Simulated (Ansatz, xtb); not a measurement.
Two isomers of C6H11F

We compare X, `CC1(F)CCCC1`, a singlet, with Y, `C[C@@H]1CC[C@@H](F)C1`, a singlet. Both are isolated molecules in the gas phase, relaxed with B3LYP/def2-SVP; the shapes shown needn't be the lowest conformers.

X (Å):

```csv
atom,x (Å),y (Å),z (Å)
C,-2.0635,1.3599,-1.2831
C,-1.2104,1.6204,-0.0548
C,-0.9304,0.4132,0.8450
C,0.1533,0.9293,1.8033
C,1.0402,1.8573,0.9304
C,0.1862,2.2050,-0.3195
F,-1.9074,2.5587,0.7372
H,-1.5937,0.6122,-1.9406
H,-3.0562,0.9885,-0.9854
H,-2.2036,2.2894,-1.8566
H,-0.5483,-0.4160,0.2245
H,-1.8452,0.0645,1.3490
H,-0.3273,1.5120,2.6034
H,0.7230,0.1190,2.2831
H,1.9713,1.3497,0.6326
H,1.3403,2.7588,1.4852
H,0.6074,1.7455,-1.2281
H,0.1043,3.2859,-0.5080
```

Y (Å):

```yaml
atoms:
  - { symbol: C, position_ang: [0.7140, 2.9999, -0.5918] }
  - { symbol: C, position_ang: [-0.2761, 1.8650, -0.3494] }
  - { symbol: C, position_ang: [-1.3762, 2.1707, 0.6921] }
  - { symbol: C, position_ang: [-1.8700, 0.7889, 1.1955] }
  - { symbol: C, position_ang: [-0.8798, -0.2473, 0.6301] }
  - { symbol: C, position_ang: [0.3365, 0.5625, 0.1944] }
  - { symbol: F, position_ang: [-1.4413, -0.8459, -0.5023] }
  - { symbol: H, position_ang: [1.2451, 3.2691, 0.3377] }
  - { symbol: H, position_ang: [0.2047, 3.9063, -0.9584] }
  - { symbol: H, position_ang: [1.4726, 2.7200, -1.3409] }
  - { symbol: H, position_ang: [-0.7710, 1.6124, -1.3041] }
  - { symbol: H, position_ang: [-2.1867, 2.7887, 0.2757] }
  - { symbol: H, position_ang: [-0.9360, 2.7448, 1.5261] }
  - { symbol: H, position_ang: [-2.8763, 0.5352, 0.8299] }
  - { symbol: H, position_ang: [-1.9042, 0.7421, 2.2951] }
  - { symbol: H, position_ang: [-0.6448, -1.0625, 1.3343] }
  - { symbol: H, position_ang: [0.9655, 0.7809, 1.0771] }
  - { symbol: H, position_ang: [0.9534, 0.0119, -0.5326] }
```

Task: Which of the two would you expect CCSD(T)/def2-SVP + ΔMP2/def2-TZVPP electronic energies to favour?

Result: Structure X; the calculation gives E(Y) − E(X) = +0.127 eV.

How the difference moves with the method:

| level | geometry | E(Y) − E(X) (eV) | departure from the last row (eV) | job, with rough time for the two |
| --- | --- | --- | --- | --- |
| GFN2-xTB | GFN2-xTB | −0.005 | −0.132 | optimisation, 0.25 s |
| HF/STO-3G | GFN2-xTB | +0.055 | −0.072 | single point, 0.72 s |
| r2SCAN-D4/def2-SVP | GFN2-xTB | +0.159 | +0.033 | single point, 9.6 s |
| B3LYP/def2-SVP | B3LYP/def2-SVP | +0.121 | −0.006 | optimisation, 2.9 min |
| HF/def2-SVP | B3LYP/def2-SVP | +0.120 | −0.007 | part of the CCSD(T) run |
| MP2/def2-SVP | B3LYP/def2-SVP | +0.138 | +0.011 | part of the CCSD(T) run |
| CCSD(T)/def2-SVP | B3LYP/def2-SVP | +0.141 | +0.014 | single point |
| CCSD(T)/def2-SVP + ΔMP2/def2-TZVPP | B3LYP/def2-SVP | +0.127 |  | single point, 4.3 min |

As drawn, both hold the same kinds of bond in the same numbers.

GFN2-xTB finds them nearly level. The largest departure from CCSD(T)/def2-SVP + ΔMP2/def2-TZVPP is that of GFN2-xTB, 0.132 eV. The last row adds to CCSD(T) the change of the MP2 difference between the two basis sets, here −0.014 eV.

With thermal terms from frequencies at re-optimised GFN2-xTB minima (ideal gas, soft modes damped towards free rotors, one conformer each, 298.15 K, 1 atm): on the last row, ΔE + ΔZPE = +0.136, ΔH = +0.137, ΔG = +0.126 eV.

The correlated steps freeze 7 core orbitals. Mirror images aren't counted in ΔG. Run with Ansatz 0.2.0, xtb 6.7.1; the last row on 2 threads of Arm Neoverse V1 on a shared host.
